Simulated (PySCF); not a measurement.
The vertical singlet excitations below were computed for one of the candidates. Theory: TDDFT CAM-B3LYP/def2-SVPD, vertical, gas phase, core orbitals frozen in the response in PySCF 2.14.0, density-fitted response routines. Geometries: PBE0-D3(BJ)/def2-SVP, one conformer each.

| state | E (eV) | f | main configurations (H = HOMO, L = LUMO) |
| --- | --- | --- | --- |
| S1 | 4.29 | 0.072 | H→L (86%) |
| S2 | 5.00 | 0.082 | H-1→L (46%), H→L+2 (30%), H→L+1 (11%) |
| S3 | 5.36 | 0.0020 | H→L+1 (60%), H→L+2 (19%), H→L+3 (10%) |
| S4 | 5.70 | 0.943 | H-1→L (45%), H→L+2 (36%), H→L+1 (11%) |
| S5 | 6.02 | 0.021 | H→L+3 (69%) |
| S6 | 6.21 | 0.0011 | H→L+4 (70%), H→L+5 (8%) |
| S7 | 6.25 | 0.053 | H-1→L+2 (63%), H-1→L+1 (21%) |
| S8 | 6.65 | 0.0096 | H-1→L+3 (18%), H-2→L (15%), H-1→L+1 (12%) |
| S9 | 6.67 | 0.018 | H-2→L (40%), H→L+7 (27%), H-1→L+3 (8%) |
| S10 | 6.75 | 0.0039 | H→L+5 (50%), H→L+6 (14%), H-1→L+1 (10%) |

Triplets computed (Tamm–Dancoff): 3.08, 3.76, 4.03, 4.61 eV.

Orbital energies (eV): HOMO-3 -10.45, HOMO-2 -9.34, HOMO-1 -7.76, HOMO -6.82, LUMO 0.13, LUMO+1 1.26, LUMO+2 1.32.

Question: Which structure fits? All have the formula C9H11N.
A. `C=CC1=CC(NC)=CC=C1`
B. `C=Cc1ccccc1CN`
C. `c1ccc2c(c1)CCCN2`

Answer: A. Its S1, at 4.29 eV, is the lowest among the candidates; the nearest of the others has S1 at 4.65 eV. S1 is HOMO→LUMO (86%). Löwdin shares by element: HOMO carbon 41% or more, nitrogen 24% (atoms not listed hold the other 35%); LUMO carbon 59% or more (atoms not listed hold the other 41%). At the same level the other candidates give, for their lowest levels:
- `C=Cc1ccccc1CN`: 5.02 eV (f 0.054); 5.25 eV (f 0.228); 5.75 eV (f 0.076); 6.27 eV (f 0.292); 6.33 eV (f 0.147); T1 3.41 eV; HOMO -7.90, LUMO -0.06 eV
- `c1ccc2c(c1)CCCN2`: 4.65 eV (f 0.051); 5.21 eV (f 0.062); 5.38 eV (f 0.076); 6.04 eV (f 0.002); 6.16 eV (f 0.006); T1 3.75 eV; HOMO -6.69, LUMO 1.01 eV

Shape of the structure used: `[CH2:1]=[CH:2][c:3]1[cH:4][cH:5][cH:6][c:7]([NH:8][CH3:9])[cH:10]1`: C1–C2–C3–C4 0°, C6–C7–N8–C9 -173°.
